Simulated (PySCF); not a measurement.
## Correlation energy of Zn²⁺ (zinc, charge +2)

[Ar] 3d10, closed-shell 1S. Computed with PySCF 2.14 in def2-SVP (5s3p2d1f, 31 functions), with the non-relativistic Hamiltonian (point nucleus). Frozen: [Ar]; 10 electrons correlated.

Total MP2 correlation energy: -245.73 mhartree.

Same-spin part -94.29 and opposite-spin part -151.44 mhartree; SCS-MP2 scales them by 1/3 and 6/5 to -213.16 mhartree.

| level | correlation energy (mhartree) |
| --- | --- |
| CCSD | -227.24 |
| (T) | -5.33 |
| CCSD(T) | -232.57 |

Diagnostics: T1 = 0.0063, D1 = 0.0089, largest double amplitude 0.028.

Problem. Is a single reference adequate?

Solution. Yes: T1 lies below 0.03 and no double amplitude reaches 0.07.
